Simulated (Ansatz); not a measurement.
Consider the substitution at a C–Cl bond: `B[CH](Cl)[GeH3]` + H–F → `B[CH](F)[GeH3]` + HCl.

Isolated molecules relaxed with PBE0-D4/def2-TZVP in Ansatz; ΔE leaves out vibrations. CBS: MP2 limit from def2 TZ/QZ plus the TZ coupled-cluster correction, frozen cores. This one scheme is used for every species. Functionals use def2-TZVPP. B3LYP here is the variant with VWN-RPA as its local correlation; programs differ in this. For Ge outer-core shells are correlated without core-valence functions, which leaves a few kJ/mol of doubt a bond. Scalar relativity is left out up to krypton.

```tsv
level	ΔE (eV)
PBE0-D4	0.32
ωB97M-V	0.30
PBE	0.22
B3LYP	0.21
MP2/def2-TZVPP	0.51
CCSD(T)/def2-TZVPP	0.37
SCS-MP2/def2-QZVPP	0.48
CCSD/CBS(def2)	0.43
```

What does CCSD(T)/CBS give? (Estimate.)

Computed: +0.45 eV. The listed levels differ from it by -0.13, -0.15, -0.23, -0.24, 0.06, -0.08, 0.03, -0.02 eV.

Largest T1 diagnostic among the species: 0.012.

In def2-TZVPP, CCSD(T) changes the Hartree–Fock value by +0.09 eV (the triples alone add +0.01 eV) and MP2 by +0.22 eV. From PBE to PBE0 (25 % exact exchange), in def2-TZVPP and without D4, ΔE moves by +0.06 eV.
